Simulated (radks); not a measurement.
The numbers below are computed, except where a source is named.
Task: Numerical settings for the carbon ion C+, [He] 2s2 2p1. Level of theory: non-relativistic Kohn-Sham, TPSS, spin-polarised, spherical densities, point nucleus; open shells are filled with parallel spins first; meta-GGA in the generalised Kohn-Sham scheme (a radial shooting solver on a logarithmic mesh with Libxc functionals). The defaults (mesh step 0.008 in ln r, mesh end at 40 bohr or more with all orbitals vanishing there, Anderson mixing 0.5 over 9 steps, residual threshold near 1e-9 with the energy settled to 1e-9 hartree or 1e-11 of itself, here a cap of 87 iterations) give E = -37.425 hartree and 2p at -17.718 eV in 24 iterations. Times are rough (one thread of a shared host). One setting is changed at a time: mesh step in ln r 0.03; mesh step in ln r 0.003; mesh step in ln r 0.12; mesh end (bohr) 400; mesh end (bohr) 5; residual threshold 1e-16; residual threshold 0.1; mixing 1; linear mixing, mixing 0.8; linear mixing, mixing 0.2; mixing history 20; iteration cap 3. Which runs fail to converge, and which converge to a wrong energy?

Result: Not converged within the cap: mesh step in ln r 0.12; residual threshold 1e-16; linear mixing, mixing 0.8; linear mixing, mixing 0.2; iteration cap 3. Settings that end as converged yet miss the energy by more than 1 mhartree: mesh end (bohr) 5 (+0.00302 hartree).
